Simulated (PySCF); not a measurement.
Structure with atom numbers: `[CH3:1][c:2]1[cH:3][cH:4][cH:5][cH:6][c:7]1[P:8]=[C:9]=[O:10]`. Hydrogens are named by the atom that carries them.

Level of theory: NMR shieldings at PBE0/pcSseg-1/GIAO, coordinates at the GFN2-xTB level, in PySCF (a single conformation, relativity neglected, isolated molecule, equivalent nuclei averaged).

Shifts are taken against calculated references (same method and geometry level): 13C (σref 186.93), 1H (σref 31.72) vs TMS; 31P (σref 318.38) vs H3PO4; 17O (σref 336.08) against H2O.

| atoms | nucleus | count | Hirshfeld charge | δ (ppm) |
| --- | --- | --- | --- | --- |
| C9 | 13C | 1 | 0.13 | 225.5 |
| H(C3) | 1H | 1 | 0.05 | 7.46 |
| H(C1) | 1H | 3 | 0.05 | 2.39 |
| C5 | 13C | 1 | -0.05 | 132.1 |
| C2 | 13C | 1 | 0.00 | ? |
| O10 | 17O | 1 | -0.12 | ? |
| P8 | 31P | 1 | 0.03 | ? |
| H(C6) | 1H | 1 | 0.04 | 7.70 |
| H(C4) | 1H | 1 | 0.05 | ? |
| H(C5) | 1H | 1 | 0.05 | 7.33 |
| C6 | 13C | 1 | -0.06 | ? |
| C7 | 13C | 1 | -0.05 | 129.6 |
| C4 | 13C | 1 | -0.05 | 133.2 |
| C3 | 13C | 1 | -0.05 | 135.7 |
| C1 | 13C | 1 | -0.12 | 24.7 |

Fill in the missing shifts.

Results:


- C2: 146.2 ppm, substituted aromatic carbon
- C6: 139.7 ppm, aromatic CH; the aromatic region
- H(C4): 7.36 ppm, hydrogen on an aromatic CH; ring-current deshielding
- P8: -222.4 ppm, phosphorus bonded to 2 C
- O10: 490.7 ppm, carbonyl oxygen

Shifts are as computed. Against solution values, carbons near 30 ppm lie about +3 ppm off and those near 130 ppm about +5 ppm. Of 1211 compounds with measured shifts, 218 miss one by over three times the rms of a fit or turn the order of signals round; such compounds aren't used in these exercises. Unscaled 17O shifts of doubly bonded oxygen tend to come out too high, by tens of ppm or more. Experimental scales use liquid or dissolved standards, which lie at an offset from isolated H2O (liquid H2O: subtract about 36 ppm) and H3PO4.
